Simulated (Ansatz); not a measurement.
Ansatz (an electronic-structure program) input (PBE/def2-TZVPD):

Ansatz 0.2 input:
```yaml
crystal:
  periodic: [false, false, false]
  atoms:
    - {symbol: B, position_ang: [0.19188532, 0.04018903, -0.00738233]}
    - {symbol: F, position_ang: [0.49137223, 1.28607139, 0.12633432]}
    - {symbol: F, position_ang: [1.00036724, -0.94777659, -0.17602008]}
    - {symbol: N, position_ang: [-1.32709041, -0.30352131, 0.04363854]}
    - {symbol: H, position_ang: [-1.85219673, 0.22109242, -0.66694071]}
    - {symbol: H, position_ang: [-1.73708002, -0.03968600, 0.94844402]}
    - {symbol: H, position_ang: [-1.50617220, -1.30235569, -0.10288952]}
basis:
  gaussian:
    orbitals: def2-TZVPD
hamiltonian:
  xc: {name: PBE}
total_charge: 1
output: {forces: true}
```

End of the output:

```
integrals: 0.07 GiB planned
891 factors; their error is unknown
0.27 GiB of the device are held for the grids
0.86 GiB of device memory are held for the factors and their scratch space
mean field: 0.65 GiB planned
mean field evaluation 1: about -7623.7405 eV, gradient 1.1e2 eV
mean field evaluation 2: about -7591.5236 eV, gradient 1.8e2 eV
mean field evaluation 4: about -7640.4367 eV, gradient 1.2e1 eV
mean field evaluation 8: about -7640.6968 eV, gradient 1.3e-1 eV
mean field evaluation 16: about -7640.6836 eV, gradient 7.8e-5 eV
mean field -7640.68361867 eV, -280.7899439449 hartree, gradient 7.7e-6 eV, S^2 0.000000; 0 other end points of the search recorded, 0 dependent functions left out
the calculation of the forces begins
reference -7640.68366606 eV, -280.7899456864 hartree; 16, 16 occupied and 165, 165 virtual orbitals, 891 factors
Total energy: -7640.68366606 eV, -280.7899456864 hartree
Atom 0 at     0.191885     0.040189    -0.007382 Å, force    -0.258892    -0.056440     0.008533 eV/Å
Atom 1 at     0.491372     1.286071     0.126334 Å, force     0.126328     0.535488     0.057586 eV/Å
Atom 2 at     1.000367    -0.947777    -0.176020 Å, force     0.345607    -0.428970    -0.072984 eV/Å
Atom 3 at    -1.327090    -0.303521     0.043639 Å, force     0.128857     0.019653    -0.006425 eV/Å
Atom 4 at    -1.852197     0.221092    -0.666941 Å, force    -0.157417     0.148408    -0.200556 eV/Å
Atom 5 at    -1.737080    -0.039686     0.948444 Å, force    -0.124535     0.074295     0.256064 eV/Å
Atom 6 at    -1.506172    -1.302356    -0.102890 Å, force    -0.059948    -0.292434    -0.042219 eV/Å
Dipole moment:    -1.255649    -0.276750     0.043868 e Å
```

It need not be the lowest isomer of its formula.
